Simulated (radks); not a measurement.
Radial electron density D(r) = 4 pi r^2 rho(r) of an atom or ion with 20 electrons. Method: Dirac Kohn-Sham, PBEsol, spin-unpolarised, spherical densities, point nucleus; computed with a radial shooting solver on a logarithmic mesh with Libxc functionals.

```
   r/bohr * D(r) (the largest magnitude, 26.2, reaches the edge; | marks zero)
 0.005839 |    *
  0.00669 |     *
 0.007604 |      *
 0.008642 |        *
 0.009822 |          *
  0.01116 |            *
  0.01269 |               *
  0.01442 |                  *
  0.01639 |                      *
  0.01863 |                          *
  0.02117 |                              *
  0.02406 |                                  *
  0.02735 |                                       *
  0.03108 |                                           *
  0.03533 |                                              *
  0.04015 |                                                 *
  0.04563 |                                                   *
  0.05228 |                                                   *
  0.05942 |                                                  *
  0.06753 |                                                *
  0.07676 |                                             *
  0.08724 |                                         *
  0.09915 |                                       *
   0.1127 |                                     *
   0.1281 |                                      *
   0.1456 |                                         *
   0.1654 |                                             *
    0.188 |                                                 *
   0.2137 |                                                     *
   0.2429 |                                                      *
   0.2761 |                                                    *
   0.3138 |                                              *
   0.3566 |                                      *
   0.4086 |                             *
   0.4643 |                     *
   0.5278 |                *
   0.5998 |              *
   0.6817 |              *
   0.7748 |                *
   0.8806 |                  *
    1.001 |                  *
    1.138 |                *
    1.293 |             *
    1.469 |          *
     1.67 |      *
    1.898 |    *
    2.157 |  *
    2.452 | *
    2.787 |*
    3.193 |*
    3.629 *
    4.124 *
    4.687 *
    5.327 *
    6.055 *
    6.882 *
    7.822 *
```

What is the nuclear charge?

Answer. Z = 21. The innermost maximum, from 1s, lies near gamma/Z bohr with gamma = sqrt(1 - (Z/c)^2) = 0.988, here 0.0471 bohr (found: 0.0502), and its height grows with Z. The density is that of the scandium ion Sc+ in [Ar] 3d2; the configuration itself is not fixed sharply by these data, and Z only to about a unit. D(r) has 3 maxima, at r = 0.0502, 0.239, 0.946 bohr, and minima at 0.115, 0.614 bohr, inside which lie 2.14, 10.42 electrons.
